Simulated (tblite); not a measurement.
Species: C₅H₆BrNSi.
SMILES with atom numbers: `[N:1]#[C:2][C:3]1=[C:4]([CH2:5][SiH3:6])[C@H:7]1[Br:8]` (hydrogens: H9, H10 on C5; H11, H12, H13 on Si6; H14 on C7)

Computed with GFN2-xTB (tblite), gas phase: L-BFGS steps from a force-field or distance-geometry start until the largest atomic force falls under 0.01 eV/Å.

The end geometry, which sets the zero of energy:
```
atom  x, y, z in Å
N1      3.0670   -2.3411    0.7483
C2      2.4003   -1.4369    0.5017
C3      1.6075   -0.3544    0.2117
C4      0.5715    0.2130   -0.3962
C5     -0.6345    0.1172   -1.1697
Si6    -2.1389   -0.2224    0.0149
C7      1.3525    1.0864    0.4962
Br8     0.5825    1.6206    2.2418
H9     -0.5641   -0.7043   -1.8824
H10    -0.8239    1.0461   -1.7074
H11    -3.2626   -0.4893   -0.8804
H12    -1.7939   -1.3857    0.8261
H13    -2.3668    0.9713    0.8201
H14     2.0026    1.8790    0.1531
```

**Question.** These geometries come from the run, each turned onto the end geometry. Order them by energy, lowest first.
A.
```
atom  x, y, z in Å
N1      3.1453   -2.2809    0.8072
C2      2.4237   -1.4326    0.5228
C3      1.5913   -0.3891    0.2081
C4      0.5669    0.1974   -0.3982
C5     -0.6517    0.1384   -1.1587
Si6    -2.1749   -0.2328    0.0000
C7      1.3736    1.0623    0.4806
Br8     0.6380    1.6117    2.2227
H9     -0.6000   -0.6468   -1.9109
H10    -0.8214    1.0918   -1.6569
H11    -3.2969   -0.5188   -0.8923
H12    -1.8276   -1.3887    0.8235
H13    -2.4232    0.9630    0.7966
H14     2.0560    1.8246    0.1333
```
B.
```
atom  x, y, z in Å
N1      2.7618   -2.1011   -0.3388
C2      2.2275   -1.3534    0.3440
C3      1.4933   -0.3028    0.8509
C4      0.3799    0.2647    0.3587
C5     -0.5820    0.0338   -0.6847
Si6    -2.3773   -0.3947   -0.2042
C7      1.4921    1.1836    0.6407
Br8     1.5673    2.4320    2.1356
H9     -0.1261   -0.7972   -1.2327
H10    -0.5351    0.9301   -1.3066
H11    -3.0581   -0.6215   -1.4639
H12    -2.3393   -1.5846    0.6208
H13    -2.9062    0.7510    0.5056
H14     2.0014    1.5597   -0.2477
```
C.
```
atom  x, y, z in Å
N1      3.0936   -2.3790    0.5582
C2      2.4517   -1.4306    0.4497
C3      1.6842   -0.3053    0.2798
C4      0.5886    0.2882   -0.1802
C5     -0.6506    0.1312   -0.8934
Si6    -2.3476   -0.3003   -0.0598
C7      1.5696    1.1772    0.4633
Br8     1.1440    1.8311    2.2870
H9     -0.4787   -0.6973   -1.5820
H10    -0.8464    1.0123   -1.5024
H11    -3.1717   -0.5729   -1.2410
H12    -2.2839   -1.4922    0.7736
H13    -2.9365    0.8153    0.6681
H14     2.1829    1.9219   -0.0431
```
D.
```
atom  x, y, z in Å
N1      3.1199   -2.3138    0.7502
C2      2.4105   -1.4413    0.5075
C3      1.5903   -0.3761    0.2298
C4      0.5642    0.2044   -0.3817
C5     -0.6444    0.1301   -1.1567
Si6    -2.1598   -0.2286    0.0094
C7      1.3699    1.0743    0.4956
Br8     0.6120    1.6622    2.2277
H9     -0.5799   -0.6729   -1.8923
H10    -0.8238    1.0713   -1.6778
H11    -3.2614   -0.5072   -0.9130
H12    -1.8260   -1.3924    0.8264
H13    -2.4215    0.9555    0.8208
H14     2.0491    1.8339    0.1318
```
E.
```
atom  x, y, z in Å
N1      3.1544   -2.2962    0.8154
C2      2.4749   -1.4180    0.5091
C3      1.6530   -0.3643    0.1843
C4      0.5413    0.1846   -0.2877
C5     -0.6710    0.1328   -1.0604
Si6    -2.2698   -0.2610   -0.0463
C7      1.4314    1.0908    0.4610
Br8     1.0030    1.6309    2.3125
H9     -0.5764   -0.6336   -1.8345
H10    -0.8167    1.1010   -1.5423
H11    -3.2269   -0.5404   -1.1156
H12    -2.0352   -1.3858    0.8472
H13    -2.6754    0.8854    0.7538
H14     2.0124    1.8733   -0.0187
```

**Answer.** D (0.005 eV), A (0.012 eV), E (0.083 eV), C (0.204 eV), B (0.986 eV).

In the order of the answer:

| step | E above end (eV) | largest force (eV/Å) | rms force component (eV/Å) | rms distance from end (Å) | rms bond change (Å) | bond most changed (Å) |
| --- | --- | --- | --- | --- | --- | --- |
| 57 | 0.005 | 0.08 | 0.023 | 0.040 | 0.001 | Si6–H11 +0.002 |
| 53 | 0.012 | 0.13 | 0.044 | 0.058 | 0.004 | C7–Br8 -0.012 |
| 34 | 0.083 | 0.26 | 0.081 | 0.199 | 0.005 | C5–Si6 -0.011 |
| 26 | 0.204 | 0.37 | 0.118 | 0.343 | 0.004 | C7–H14 +0.009 |
| 5 | 0.986 | 0.76 | 0.237 | 0.700 | 0.015 | C5–Si6 -0.038 |

The cost below is that of the whole relaxation. On Arm Neoverse N1, one thread (shared host), this took 1.1 s wall.
